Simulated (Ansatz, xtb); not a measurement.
Two isomers of C6H8Se

Structure a is `C=CC1=CCC[Se]1`, a singlet and structure b is `CC1=CCC=C[Se]1`, a singlet. Both are isolated molecules in the gas phase, relaxed with PBE-D3(BJ)/def2-SVP; the shapes shown needn't be the lowest conformers.

a (Å):

```xyz
15

C     1.0095   -2.4656   -2.4488
C     0.1047   -1.6752   -1.8294
C     0.3140   -0.9443   -0.5910
C    -0.5907   -0.1305    0.0177
C    -0.2077    0.4500    1.3518
C     1.3238    0.4682    1.4478
Se    1.9640   -1.0974    0.4048
H     2.0266   -2.6014   -2.0453
H     0.7639   -2.9948   -3.3813
H    -0.9001   -1.5548   -2.2731
H    -1.5901    0.0343   -0.4165
H    -0.6385   -0.1866    2.1624
H    -0.6234    1.4689    1.5054
H     1.7503    1.3745    0.9738
H     1.7028    0.3883    2.4836
```

b (Å):

```
atom    x (Å)    y (Å)    z (Å)
   C  -1.7317  -1.5534   3.8034
   C  -0.9354  -1.4031   2.5390
   C  -1.3106  -1.8567   1.3245
   C  -0.4809  -1.7588   0.0649
   C   0.2417  -0.4392  -0.0770
   C   0.8282   0.1975   0.9542
  Se   0.7155  -0.4268   2.7522
   H  -2.6465  -2.1510   3.6182
   H  -1.1449  -2.0700   4.5932
   H  -2.0300  -0.5675   4.2179
   H  -2.2984  -2.3447   1.2475
   H   0.2789  -2.5821   0.0651
   H  -1.1168  -1.9453  -0.8229
   H   0.2948   0.0212  -1.0782
   H   1.3747   1.1459   0.8382
```

**Question.** Estimate E(b) − E(a) at the level CCSD(T)/def2-SVP + ΔMP2/def2-TZVPP.

**Answer.** Too close to call at this level: CCSD(T)/def2-SVP + ΔMP2/def2-TZVPP gives E(b) − E(a) = +0.85 kJ/mol.

How the difference moves with the method:

| level | geometry | E(b) − E(a) (kJ/mol) | departure from the last row (kJ/mol) | job, with rough time for the two |
| --- | --- | --- | --- | --- |
| GFN2-xTB | GFN2-xTB | −3.96 | −4.81 | optimisation, 0.25 s |
| HF/STO-3G | GFN2-xTB | −16.26 | −17.11 | single point, 0.82 s |
| r2SCAN-D4/def2-SVP | GFN2-xTB | −4.01 | −4.86 | single point, 4.5 s |
| PBE-D3(BJ)/def2-SVP | PBE-D3(BJ)/def2-SVP | −3.50 | −4.35 | optimisation, 32 s |
| HF/def2-SVP | PBE-D3(BJ)/def2-SVP | −1.18 | −2.03 | part of the CCSD(T) run |
| MP2/def2-SVP | PBE-D3(BJ)/def2-SVP | −5.53 | −6.38 | part of the CCSD(T) run |
| CCSD(T)/def2-SVP | PBE-D3(BJ)/def2-SVP | −4.09 | −4.94 | single point |
| CCSD(T)/def2-SVP + ΔMP2/def2-TZVPP | PBE-D3(BJ)/def2-SVP | +0.85 |  | single point, 93 s |

As drawn, both hold the same kinds of bond in the same numbers. Structure a has 0 methyl groups, b 1. Structure a has a 5-membered ring, b a 6-membered ring.

The largest departure from CCSD(T)/def2-SVP + ΔMP2/def2-TZVPP is that of HF/STO-3G, 17.11 kJ/mol. The last row adds to CCSD(T) the change of the MP2 difference between the two basis sets, here +4.94 kJ/mol.

With thermal terms from frequencies at re-optimised GFN2-xTB minima (ideal gas, soft modes damped towards free rotors, one conformer each, 298.15 K, 1 atm): the zero-point term adds +0.53 kJ/mol; ΔH is +1.76 and ΔG +1.25 kJ/mol.

The correlated steps freeze 15 core orbitals; the filled d shell of Se is correlated, in a basis made for valence electrons. Programs: Ansatz 0.2.0, xtb 6.7.1; the last row on 2 threads of Intel(R) Xeon(R) 6975P-C (Granite Rapids) on a shared host.
